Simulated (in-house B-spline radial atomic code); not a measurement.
# One electron outside the 1s2 core: B²⁺

Computed with an all-electron radial atomic-structure program (B-spline basis), no-pair Dirac-Coulomb Hamiltonian, finite nucleus. Rungs: frozen-core Dirac-Hartree-Fock (DHF); Brueckner orbitals from the second-order correlation potential; the same with the Coulomb interaction screened by the core and the hole-particle interaction summed; Breit and QED terms from differences of relaxed Dirac-Fock atoms, where computed. Partial waves beyond l = 6 are extrapolated. The tables show a selection of states; those near core-excited levels, with erratic corrections or far from their DHF start are never shown.

Command:
```bash
python run_mb.py task.json out
```
Settings (nuclear radius in fm, box in bohr, cutoff in hartree):
```
basis_form          2
Z                   5
core_configuration  1s2
rms_radius          2.406
mass_number         11
speed_of_light      137.036
box_radius          70.4
lmax                6
intervals           71
virtual_cutoff      300.0
```

Run time, properties included: 19 s on 1 thread of Arm Neoverse N1 (shared host).

Removal energies (eV):

```
state      DHF  second order  screened  Breit + QED    final
2s1/2  37.8273       37.9278   37.9342      -0.0024  37.9318
3s1/2  15.5633       15.5879   15.5895    -0.000633  15.5889
3p1/2  13.9641       14.0061   14.0078    -0.000643  14.0072
3p3/2  13.9625       14.0044   14.0062    -0.000243   14.006
3d3/2  13.6122        13.621   13.6217    -6.01e-06  13.6217
3d5/2  13.6118       13.6206   13.6214    -8.37e-07  13.6214
4s1/2  8.44999       8.45945   8.46003            -        -
4p1/2  7.80603       7.82275   7.82339            -        -
4p3/2  7.80537       7.82206   7.82271            -        -
4d3/2  7.65689        7.6609   7.66124    -3.59e-06  7.66124
4d5/2  7.65673       7.66075   7.66108    -4.06e-07  7.66108
4f5/2  7.65336             ?         ?            ?        ?
4f7/2  7.65328       7.65399   7.65405            -        -
5s1/2  5.29814       5.30276   5.30304            -        -
5p1/2  4.97658       4.98491   4.98523            -        -
5p3/2  4.97625       4.98456   4.98487            -        -
5d3/2  4.90017       4.90227   4.90245            -        -
5d5/2  4.90009             ?         ?            ?        ?
5f5/2  4.89815       4.89856   4.89859            -        -
5f7/2  4.89811       4.89852   4.89855            -        -
5g7/2   4.8981       4.89819    4.8982            -        -
```

(1) What does correlation do to 4f5/2?

(2) What does correlation do to 5d5/2?

(3) How does the lowest state compare with the NIST ionisation energy?

Electric-dipole lines from 2s1/2 (reduced matrix elements in atomic units, length form, static core polarisation, sign of DHF taken positive):

| upper | DHF | + core polarisation | + Brueckner | λ (nm) | A (s⁻¹) |
| --- | --- | --- | --- | --- | --- |
| 3p1/2 | 0.4114 | 0.4139 | 0.4179 | 51.823 | 1.27e+09 |
| 3p3/2 | 0.5813 | 0.5849 | 0.5906 | 51.82 | 1.27e+09 |

Magnetic hyperfine constants per unit nuclear g factor (MHz, nucleus as a uniformly magnetised ball; they apply to isotopes with nuclear spin):

| state | DHF | + core polarisation | + Brueckner |
| --- | --- | --- | --- |
| 2s1/2 | 1694 | 1989 | 2009 |
| 3s1/2 | 452.6 | 527.8 | 531.6 |
| 3p1/2 | 111.9 | 129.6 | 131.1 |
| 4s1/2 | 181.9 | 211.6 | 212.9 |
| 4p1/2 | 46.8 | 53.97 | 54.47 |
| 5s1/2 | 90.47 | 105.2 | 105.7 |

(4) What is the static scalar polarisability of 2s1/2?

## Answers

(1) It adds 0.0007099 eV to the removal energy in second order and 0.00077 eV with screening, giving 7.65413 eV before Breit and QED terms, which weren't computed for this state.

(2) It adds 0.002104 eV to the removal energy in second order and 0.00228 eV with screening, giving 4.90237 eV before Breit and QED terms, which weren't computed for this state.

(3) 2s1/2 is bound by 37.932 eV, without recoil; NIST lists 37.93059 ± 7e-05 eV (measured), a difference of +0.0012 eV.

(4) 7.843 bohr³: 0.01953 from the core and 7.823 from the valence electron, Pauli blocking included.
